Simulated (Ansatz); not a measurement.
Born–Oppenheimer molecular dynamics of CH8SSi2 (12 atoms, charge 0, multiplicity 1). It starts at the highest image of a converged band. Of that band: Neighbouring images differ by up to 1.3 eV, so the band resolves the path poorly. A vibrational analysis at the climbing image gives one clearly imaginary mode, 1096i cm⁻¹: a first-order saddle point.

The calculation used Ansatz, RKS PBE0-D4/def2-SVP.

```json
{"ensemble": "NVE (velocity Verlet)", "time step": "0.5 fs", "steps asked": "200", "starting velocities drawn for": "100 K", "seed": "10142"}
```

First frame:

```xyz
12
Properties=species:S:1:pos:R:3
Si -0.543 -0.360 -0.878
Si 1.704 0.274 0.308
S -0.378 -2.344 -1.317
H 0.842 -1.134 -0.475
H -0.329 0.684 -1.927
C -1.666 0.254 0.479
H 1.816 -0.255 1.698
H 1.343 1.726 0.335
H 2.973 0.079 -0.450
H -2.704 0.104 0.133
H -1.534 -0.348 1.390
H -1.523 1.321 0.704
```

**Question.** How far do the bonds stretch over the last three quarters of this one trajectory? (Pairs bonded in most of those frames.)

**Answer.** 
| bond | mean (Å) | spread (Å) | shortest | longest |
| --- | --- | --- | --- | --- |
| Si1–Si2 | 2.394 | 0.158 | 2.18 | 2.63 |
| Si1–S3 | 2.199 | 0.118 | 2.02 | 2.36 |
| Si1–H5 | 1.499 | 0.020 | 1.46 | 1.53 |
| Si1–C6 | 1.888 | 0.033 | 1.83 | 1.93 |
| Si2–H7 | 1.503 | 0.009 | 1.48 | 1.52 |
| Si2–H8 | 1.504 | 0.010 | 1.49 | 1.52 |
| Si2–H9 | 1.499 | 0.005 | 1.49 | 1.51 |
| S3–H4 | 1.421 | 0.128 | 1.20 | 1.61 |
| C6–H10 | 1.104 | 0.014 | 1.08 | 1.13 |
| C6–H11 | 1.102 | 0.014 | 1.08 | 1.13 |
| C6–H12 | 1.103 | 0.006 | 1.09 | 1.12 |

Mean temperature of the second half: 836 K. The conserved energy stayed within 0.42 meV per atom of its start (net change -0.13 meV per atom), so the integration is sound. The system heated up, since it started high on the potential surface and ran downhill. A run of 0.1 ps of so small a system gives no equilibrium averages. The orbitals stay closed-shell, which can raise the energy where a bond breaks towards radicals; this wasn't checked here.

Run time: 9.7 min on 2 threads of Arm Neoverse V1, with other jobs on the host, peak memory 0.24 GiB.
